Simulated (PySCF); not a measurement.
Compound: C3H5B2FO.
InChI=1S/C3H5B2FO/c1-3-2-7-4-5(3)6/h4H,1-2H2

The closed-shell ground state was solved at several levels (PySCF, density fitting, gas phase, non-relativistic). Geometry: GFN2-xTB; no solvent, vibrations or thermal averaging.

```
        level  basis functions  HOMO (eV)  LUMO (eV)  gap (eV)  dipole (D)
PBE0/pcSseg-1              144      -7.51      -2.52      4.99        2.65
  B3LYP/pcJ-1              239      -7.31      -2.68      4.63        2.64
```

**Question.** Estimate the row for CAM-B3LYP/def2-SVPD, a basis of 186 functions; the other rows only guide the guess.

**Answer.** HOMO -9.00 eV, LUMO -1.45 eV, gap 7.55 eV, dipole 2.47 D.

**Question.** Over all these levels, which gives the widest orbital gap and which the narrowest?

**Answer.** CAM-B3LYP/def2-SVPD (range-separated hybrid) has the widest, 7.55 eV, and B3LYP/pcJ-1 (global hybrid, 20 % exact exchange) the narrowest, 4.63 eV. Functional and basis both differ between the two, so the spread mixes both effects.

**Question.** How far do the dipole and the HOMO energy spread over the levels?

**Answer.** The dipole runs from 2.47 to 2.65 D (mean 2.58 D) and the HOMO from -9.00 to -7.31 eV.
